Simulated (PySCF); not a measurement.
Br2Zn, charge -1, doublet (typed; the unrestricted solution is spin-contaminated), geometry from GFN2-xTB (such geometries of metal compounds can be far from the true shape) (a state made from the parent by changing its charge; the spin is typed, not shown lowest), with bond 2-1 at 2.0 times its length; CAMB3LYP/STO-3G run with PySCF.

PySCF was given this input:
```python
from pyscf import gto, scf, dft

mol = gto.Mole()
mol.atom = '''
    Zn   -0.447269   -0.631340   -0.743424
    Br    0.384361    4.736472   -1.377506
    Br    0.414828   -1.511417    1.697686
'''
mol.basis = 'sto-3g'
mol.charge = -1
mol.spin = 1
mol.verbose = 4
mol.build()

mf = dft.UKS(mol)
mf.xc = 'camb3lyp'
mf.level_shift = 0.1
mf.max_cycle = 100
mf.kernel()
```

Q: What does PySCF print? Leave out banner, timings and long lists.

A: 
```
PySCF version 2.14.0

[INPUT] verbose = 4
[INPUT] num. atoms = 3
[INPUT] num. electrons = 101
[INPUT] charge = -1
[INPUT] spin (= nelec alpha-beta = 2S) = 1
[INPUT] symmetry False subgroup None
[INPUT] Mole.unit = angstrom
[INPUT] Symbol           X                Y                Z      unit          X                Y                Z       unit  Magmom
[...]
nuclear repulsion = 397.894940764859
number of shells = 24
number of NR pGTOs = 162
number of NR cGTOs = 54
basis = sto-3g
ecp = {}

******** <class 'pyscf.dft.uks.UKS'> ********
method = UKS
initial guess = minao
damping factor = 0
level_shift factor = 0.1
DIIS = <class 'pyscf.scf.diis.CDIIS'>
diis_start_cycle = 1
diis_space = 8
diis_damp = 0
SCF conv_tol = 1e-09
SCF conv_tol_grad = None
SCF max_cycles = 100
direct_scf = True
direct_scf_tol = 1e-13
number electrons alpha = 51  beta = 50
XC library pyscf.dft.libxc version 7.1.2
    S. Lehtola, C. Steigemann, M. J. T. Oliveira, and M. A. L. Marques,  SoftwareX 7, 1–5 (2018)
XC functionals = camb3lyp
    T. Yanai, D. P. Tew, and N. C. Handy,  Chem. Phys. Lett. 393, 51 (2004)
radial grids:
    Treutler-Ahlrichs [JCP 102, 346 (1995); DOI:10.1063/1.469408] (M4) radial grids

becke partition: Becke, JCP 88, 2547 (1988); DOI:10.1063/1.454033
pruning grids: <function nwchem_prune>
grids dens level: 3
symmetrized grids: False
atomic radii adjust function: <function treutler_atomic_radii_adjust>
small_rho_cutoff = 0
Set gradient conv threshold to 3.16228e-05
tot grids = 61488
init E= -6841.21467244577

cycle= 1 E= -6850.52556695361  delta_E= -9.31  |g|= 0.178  |ddm|= 1.45
cycle= 2 E= -6850.6164555354  delta_E= -0.0909  |g|= 0.0601  |ddm|= 0.873
cycle= 3 E= -6850.63579292956  delta_E= -0.0193  |g|= 0.0647  |ddm|= 0.427
cycle= 4 E= -6850.63969035299  delta_E= -0.0039  |g|= 0.0712  |ddm|= 0.19
cycle= 5 E= -6850.64665713846  delta_E= -0.00697  |g|= 0.0596  |ddm|= 0.196
cycle= 6 E= -6850.65212748011  delta_E= -0.00547  |g|= 0.0649  |ddm|= 0.182
cycle= 7 E= -6850.65446504777  delta_E= -0.00234  |g|= 0.0742  |ddm|= 0.105
cycle= 8 E= -6850.65663603252  delta_E= -0.00217  |g|= 0.0802  |ddm|= 0.0778
cycle= 9 E= -6850.66032534468  delta_E= -0.00369  |g|= 0.0787  |ddm|= 0.132
cycle= 10 E= -6850.66474635106  delta_E= -0.00442  |g|= 0.0617  |ddm|= 0.133
cycle= 11 E= -6850.66762265613  delta_E= -0.00288  |g|= 0.0461  |ddm|= 0.163
cycle= 12 E= -6850.66606568595  delta_E= 0.00156  |g|= 0.0251  |ddm|= 0.171
[...]
cycle= 71 E= -6850.66088065857  delta_E= -3.88e-06  |g|= 0.00349  |ddm|= 0.0188
cycle= 72 E= -6850.66082731164  delta_E= 5.33e-05  |g|= 0.00346  |ddm|= 0.0153
cycle= 73 E= -6850.66085692142  delta_E= -2.96e-05  |g|= 0.00337  |ddm|= 0.0407
cycle= 74 E= -6850.66092739483  delta_E= -7.05e-05  |g|= 0.00342  |ddm|= 0.0248
cycle= 75 E= -6850.66080097412  delta_E= 0.000126  |g|= 0.00337  |ddm|= 0.0471
cycle= 76 E= -6850.66073150413  delta_E= 6.95e-05  |g|= 0.00337  |ddm|= 0.0437
cycle= 77 E= -6850.6607482607  delta_E= -1.68e-05  |g|= 0.00338  |ddm|= 0.00548
cycle= 78 E= -6850.66063501856  delta_E= 0.000113  |g|= 0.00356  |ddm|= 0.0417
cycle= 79 E= -6850.66068479694  delta_E= -4.98e-05  |g|= 0.00366  |ddm|= 0.0255
cycle= 80 E= -6850.66089051016  delta_E= -0.000206  |g|= 0.00391  |ddm|= 0.0922
cycle= 81 E= -6850.66075496783  delta_E= 0.000136  |g|= 0.00408  |ddm|= 0.0586
cycle= 82 E= -6850.66086916057  delta_E= -0.000114  |g|= 0.00376  |ddm|= 0.0374
cycle= 83 E= -6850.660940979  delta_E= -7.18e-05  |g|= 0.00371  |ddm|= 0.0453
cycle= 84 E= -6850.66093271218  delta_E= 8.27e-06  |g|= 0.00382  |ddm|= 0.0105
cycle= 85 E= -6850.6608596934  delta_E= 7.3e-05  |g|= 0.00383  |ddm|= 0.0422
cycle= 86 E= -6850.66074144169  delta_E= 0.000118  |g|= 0.00356  |ddm|=  0.1
cycle= 87 E= -6850.66071451798  delta_E= 2.69e-05  |g|= 0.00356  |ddm|= 0.0262
cycle= 88 E= -6850.66074200481  delta_E= -2.75e-05  |g|= 0.00362  |ddm|= 0.0542
cycle= 89 E= -6850.66076387584  delta_E= -2.19e-05  |g|= 0.00388  |ddm|= 0.0219
cycle= 90 E= -6850.66073352069  delta_E= 3.04e-05  |g|= 0.00361  |ddm|= 0.0298
cycle= 91 E= -6850.66078755437  delta_E= -5.4e-05  |g|= 0.00356  |ddm|= 0.0285
cycle= 92 E= -6850.66077339568  delta_E= 1.42e-05  |g|= 0.00343  |ddm|= 0.063
cycle= 93 E= -6850.66078622458  delta_E= -1.28e-05  |g|= 0.00333  |ddm|= 0.0416
cycle= 94 E= -6850.66083929102  delta_E= -5.31e-05  |g|= 0.00337  |ddm|= 0.0812
cycle= 95 E= -6850.66083807221  delta_E= 1.22e-06  |g|= 0.00363  |ddm|= 0.0225
cycle= 96 E= -6850.66078981421  delta_E= 4.83e-05  |g|= 0.00331  |ddm|= 0.0297
cycle= 97 E= -6850.66073688951  delta_E= 5.29e-05  |g|= 0.00307  |ddm|= 0.0473
cycle= 98 E= -6850.66071748018  delta_E= 1.94e-05  |g|= 0.00307  |ddm|= 0.0435
cycle= 99 E= -6850.6606987971  delta_E= 1.87e-05  |g|= 0.00312  |ddm|= 0.0397
cycle= 100 E= -6850.66068754685  delta_E= 1.13e-05  |g|= 0.0032  |ddm|= 0.0399
SCF not converged.
SCF energy = -6850.66068754685 after 100 cycles  <S^2> = 1.2792673  2S+1 = 2.473271
```

The run did not converge; its last values are not results.
